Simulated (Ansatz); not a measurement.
Geometry optimisation, RKS PBE/def2-SVPD (Ansatz 0.2.0).

Input:

```yaml
crystal:
  periodic: [false, false, false]
  atoms:
    - { symbol: Sn, position_ang: [-0.237462, 0.0, -0.18827] }
    - { symbol: H, position_ang: [1.932678, 0.0, 1.808807] }
    - { symbol: H, position_ang: [2.351108, 0.0, 1.224502] }
    - { symbol: H, position_ang: [-1.313412, 1.259583, -0.920269] }
    - { symbol: H, position_ang: [-1.313412, -1.259583, -0.920269] }
basis:
  gaussian: { orbitals: def2-SVPD }
hamiltonian:
  xc: pbe
relax:
  f_tol: 0.03
  max_steps: 50
```

Launched with:

```bash
$ ansatz run input.yaml --threads 1 --pin off --max-ram 2048MiB --backend cpu --events-out ev --progress --plain --runs-dir out
```

Question: Where does it end, and by what steps?

Answer: The forces met the threshold. The force dipped under the threshold on the way, but the program's further checks kept it going. After 17 steps the energy has fallen by 0.280 eV; H2 moved furthest, 0.99 Å.

```csv
step,energy less start (eV),largest force component (eV/Å),accepted
0,0.0000,1.621,yes
1,-0.1718,0.360,yes
2,-0.2423,0.278,yes
3,-0.2645,0.019,yes
4,-0.2682,0.047,yes
5,-0.2703,0.026,yes
6,-0.2713,0.037,yes
7,-0.2706,0.295,no
8,-0.2723,0.048,yes
9,-0.2722,0.197,no
10,-0.2730,0.012,yes
11,-0.2722,0.309,no
12,-0.2735,0.055,yes
13,-0.2740,0.085,yes
14,-0.2750,0.066,yes
15,-0.2762,0.104,yes
16,-0.2766,0.299,yes
17,-0.2800,0.011,yes
```

```xyz
5
Properties=species:S:1:pos:R:3
Sn -0.485 0.000 -0.772
H 2.771 0.000 2.344
H 2.582 0.000 1.599
H -1.724 1.268 -1.083
H -1.724 -1.268 -1.083
```

Time of the run: 21 s on 1 thread of Arm Neoverse V1, on a shared host, peak memory 0.097 GiB.
